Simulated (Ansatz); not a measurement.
One change: `[NH2][GaH][OH]` becomes `[NH2][Ga]([NH2])[OH]`.

Ansatz, PBE0-D4/def2-TZVP geometries, multiplicity 1. Each molecule was computed in one conformer, which needn't be the lowest.

Scalar relativity is left out up to krypton.

```csv
property,`[NH2][GaH][OH]`
HOMO–LUMO gap (PBE/def2-TZVPP) / eV,5.11
LUMO energy (ωB97M-V/def2-TZVPP) / eV,1.58
LUMO energy (PBE/def2-TZVPP) / eV,-0.86
LUMO energy (B3LYP/def2-TZVPP) / eV,-0.37
HOMO energy (PBE0/def2-TZVPP) / eV,-7.40
zero-point energy (PBE0-D4/def2-TZVP) / kJ/mol,119.6
```

Q: Give the same properties after the change, and the shifts. (Estimate.)

A: Computed: 
```json
{"property": "HOMO–LUMO gap (PBE/def2-TZVPP) / eV", "`[NH2][Ga]([NH2])[OH]`": "4.62", "shift": "-0.49"}
{"property": "LUMO energy (ωB97M-V/def2-TZVPP) / eV", "`[NH2][Ga]([NH2])[OH]`": "1.46", "shift": "-0.12"}
{"property": "LUMO energy (PBE/def2-TZVPP) / eV", "`[NH2][Ga]([NH2])[OH]`": "-1.00", "shift": "-0.14"}
{"property": "LUMO energy (B3LYP/def2-TZVPP) / eV", "`[NH2][Ga]([NH2])[OH]`": "-0.49", "shift": "-0.12"}
{"property": "HOMO energy (PBE0/def2-TZVPP) / eV", "`[NH2][Ga]([NH2])[OH]`": "-7.08", "shift": "0.32"}
{"property": "zero-point energy (PBE0-D4/def2-TZVP) / kJ/mol", "`[NH2][Ga]([NH2])[OH]`": "168.3", "shift": "48.7"}
```

The zero-point energy changes by 48.7 kJ/mol with +6 modes.

B3LYP here is the variant with VWN-RPA as its local correlation; programs differ in this.
